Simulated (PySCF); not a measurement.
Species: C₄H₅FO₂.
Atom-mapped SMILES: `[CH3:1][C:2](=[O:3])[O:4]/[CH:5]=[CH:6]\[F:7]` (hydrogens: H8, H9, H10 on C1; H11 on C5; H12 on C6)

The closed-shell SCF was solved with PySCF and density fitting under several settings on one GFN2-xTB geometry (grid level 2 and gas phase unless stated).

```csv
settings,basis functions,SCF cycles,E (Eh),HOMO (eV),LUMO (eV),dipole (D)
PBE0/pcSseg-1,144,14,-405.2255,-7.30,-0.39,0.51
PBE0/def2-SVPD,189,14,-404.9893,-7.42,-0.59,0.66
"OLYP/def2-TZVP, energy threshold 1e-08 Eh",247,12,-405.7471,-5.88,-1.26,0.67
```

**Question.** Estimate the rows for these settings: (1) CAM-B3LYP/pcSseg-1, fitting basis def2-qzvpp-jkfit, energy threshold 1e-07 Eh; (2) PBE0/def2-SVP, IEF-PCM cyclohexane.

**Answer.** 
```
                                                                     settings  basis functions  SCF cycles     E (Eh)  HOMO (eV)  LUMO (eV)  dipole (D)
CAM-B3LYP/pcSseg-1, fitting basis def2-qzvpp-jkfit, energy threshold 1e-07 Eh              144           9  -405.5146      -8.64       0.80        0.48
                                           PBE0/def2-SVP, IEF-PCM cyclohexane              123          14  -404.9637      -7.15      -0.20        0.57
```

**Question.** Over all rows, what range does the HOMO–LUMO gap span?

**Answer.** From 4.62 eV (OLYP/def2-TZVP, energy threshold 1e-08 Eh) to 9.44 eV (CAM-B3LYP/pcSseg-1, fitting basis def2-qzvpp-jkfit, energy threshold 1e-07 Eh). The functional of the narrowest has no exact exchange, that of the widest range-separated exact exchange.

**Question.** And the dipole moment?

**Answer.** From 0.48 D (CAM-B3LYP/pcSseg-1, fitting basis def2-qzvpp-jkfit, energy threshold 1e-07 Eh) to 0.67 D (OLYP/def2-TZVP, energy threshold 1e-08 Eh); the largest is 1.40 times the smallest, and the median is 0.57 D.

**Question.** Compare two rows with the functional PBE0: PBE0/pcSseg-1 and PBE0/def2-SVPD. Which energy is lower, and by how much?

**Answer.** PBE0/pcSseg-1 (144 functions) lies 0.2362 Eh or 148 kcal/mol below PBE0/def2-SVPD (189 functions). The smaller set gives the lower energy; the two sets aren't nested, so the variational bound doesn't order them by size.

Cycle counts include a coarse-grid stage where the run had one. The species at its GFN2-xTB geometry (one conformer only).

The values belong to the conformer `[CH3:1][C:2](=[O:3])[O:4]/[CH:5]=[CH:6]\[F:7]`: C1–C2–O4–C5 180°, C2–O4–C5–C6 180°.
